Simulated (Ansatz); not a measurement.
A made-up structure of AlB₂H₅O, singlet:

```xyz
9
angstrom
O -0.8695 2.0407 -0.9351
B 0.1882 1.2254 -0.6863
B 0.1179 -1.4586 1.2814
Al 0.3209 -0.4150 -0.5437
H -1.6938 1.5753 -1.0935
H 1.2365 1.8029 -0.4843
H 0.7686 -1.2191 -1.7535
H 0.9875 -1.5792 2.0242
H -0.9023 -1.9162 1.5503
```

It is relaxed with PBE-D4/def2-SVP and then PBE0-D4/def2-TZVP (Ansatz 0.2.0). Atoms count as bonded within 1.22 times the sum of their covalent radii (H–H: 0.88 Å). The end point is not checked to be a true minimum.

Task: Does its bonding change? (A judgement: the text doesn't fix the answer.)

Result: By the calculation: No: no bond forms or breaks.

Where it ends: The first stage lowers the energy by 2.50 eV in 12 steps. It ends as AlB₂H₅O ([BH2][AlH][BH][OH]):
```xyz
9
angstrom
O -0.9147 2.2428 -0.9993
B 0.1893 1.4991 -0.7425
B 0.1223 -1.6230 1.3263
Al 0.3872 -0.6414 -0.5247
H -1.7249 1.7403 -1.1035
H 1.1868 2.1708 -0.6156
H 0.8422 -1.5084 -1.7919
H 0.9956 -1.7304 2.1438
H -0.9298 -2.0936 1.6668
```

Labels in which every atom is bracketed show which atoms are joined, not bond orders.

For scale, one of the runs: PBE0-D4/def2-TZVP relaxation, 160 basis functions, launched by `ansatz run in.yaml --threads 2 --pin off --events-out ev --progress --plain --max-ram 4352MiB`. The run took about 37 s on 2 CPU threads of an Arm Neoverse V1 (shared host).
